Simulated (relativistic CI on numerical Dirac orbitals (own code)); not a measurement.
**What each ingredient does to the levels of Ba²⁸⁺**

Base calculation: Dirac-Coulomb-Breit CI, separate exchange-only KLI orbitals for each configuration, model QED, unscaled Slater integrals.

Configuration list (outside the closed core [Ne]): 3s2 3p6 3d10, 3s2 3p6 3d9 4s, 3s2 3p6 3d9 4p, 3s2 3p6 3d9 4d, 3s2 3p6 3d9 4f, 3s2 3p5 3d10 4s, 3s2 3p6 3d8 4s2, 3s2 3p5 3d10 4p, 3s2 3p6 3d8 4s 4p, 3s2 3p6 3d9 5s, 3s2 3p6 3d8 4p2, 3s2 3p5 3d10 4d, 3s2 3p6 3d9 5p, 3s2 3p6 3d8 4s 4d, 3s 3p6 3d10 4s, 3s2 3p6 3d9 5d, 3s2 3p6 3d8 4p 4d, 3s 3p6 3d10 4p, 3s2 3p5 3d9 4s2, 3s2 3p5 3d10 4f, 3s2 3p6 3d9 5f, 3s2 3p6 3d9 5g, 3s2 3p5 3d9 4s 4p, 3s2 3p6 3d8 4d2, 3s2 3p6 3d9 6s, 3s 3p6 3d10 4d, 3s2 3p6 3d9 6p, 3s2 3p5 3d9 4p2, 3s2 3p5 3d9 4s 4d, 3s2 3p6 3d9 6d, 3s 3p6 3d9 4s2, 3s2 3p5 3d10 5s, 3s2 3p5 3d9 4p 4d, 3s2 3p5 3d10 5p, 3s 3p6 3d9 4s 4p, 3s 3p6 3d10 4f. Levels of other configurations are missing.

Variants: (1) valence Slater integrals scaled by 0.9; (2) QED terms removed; (3) Breit term removed. Shifts of the energy above 3s2 3p6 3d10 1S_0, in eV, for the lowest level and the first level of each name with at least 55 % of one term (blank where a level changes its place among those of its configuration and J or its character, or is not in the variant):

| Level | Base | Δ(1) | Δ(2) | Δ(3) |
| --- | --- | --- | --- | --- |
| 3s2 3p6 3d10 1S_0 | 0.000 | 0.000 | 0.000 | 0.000 |
| 3s2 3p6 3d9 4s 3D_3 | 670.234 | -0.086 | -0.469 | +0.189 |
| 3s2 3p6 3d9 4s 3D_1 | 686.558 | -0.095 | -0.516 | +0.615 |
| 3s2 3p6 3d9 4p 3P°_2 | 727.017 | +0.019 | -0.047 | -0.171 |
| 3s2 3p6 3d9 4p 3F°_2 | 743.573 | -0.057 | -0.093 | +0.323 |
| 3s2 3p6 3d9 4p 3F°_4 | 750.016 | -0.024 | -0.085 | +0.196 |
| 3s2 3p6 3d9 4p 1D°_2 | 751.607 | -0.217 | -0.085 | +0.144 |
| 3s2 3p6 3d9 4p 1P°_1 | 752.189 | -0.241 | -0.088 | +0.151 |
| 3s2 3p6 3d9 4p 3D°_3 | 753.371 | -0.374 | -0.085 | +0.147 |
| 3s2 3p6 3d9 4p 3P°_0 | 763.984 | +0.244 | -0.133 | +0.554 |
| 3s2 3p6 3d9 4p 3D°_2 | 769.179 | -0.339 | -0.132 | +0.591 |
| 3s2 3p6 3d9 4d 3S_1 | 838.262 | +0.540 | -0.029 | +0.354 |
| 3s2 3p6 3d9 4d 1P_1 | 845.354 | +0.077 | -0.039 | +0.513 |
| 3s2 3p6 3d9 4d 3G_5 | 846.035 | +0.031 | -0.041 | +0.595 |
| 3s2 3p6 3d9 4d 3F_4 | 849.629 | -0.329 | -0.041 | +0.523 |
| 3s2 3p6 3d9 4d 3P_0 | 852.562 | -0.080 | -0.056 | +0.570 |
| 3s2 3p6 3d9 4d 3G_3 | 858.286 | -0.048 | -0.074 | +0.873 |
| 3s2 3p6 3d9 4d 3F_2 | 861.856 | -0.402 | -0.074 | +0.805 |
| 3s2 3p6 3d9 4d 1S_0 | 890.834 | -3.809 | -0.055 | +0.639 |
| 3s2 3p6 3d9 4f 3P°_0 | 939.253 | +0.478 | -0.038 | +0.490 |
| 3s2 3p6 3d9 4f 3P°_1 | 940.507 | +0.386 | -0.041 | +0.586 |
| 3s2 3p6 3d9 4f 3H°_6 | 943.516 | +0.078 | -0.043 | +0.795 |

At this charge energies of transitions that change n are usually good to better than 1 %, and those within a shell (Δn = 0) to a few per cent.

Ionisation energy from the two ground configurations alone: base 1694.9 eV; Breit term removed 1695.65 eV. The NIST ASD value (theoretical) is 1695 eV.

LS names give the leading component of a level, which can be under half, so a name can repeat, a term be missing and a line seem to break the LS rules.
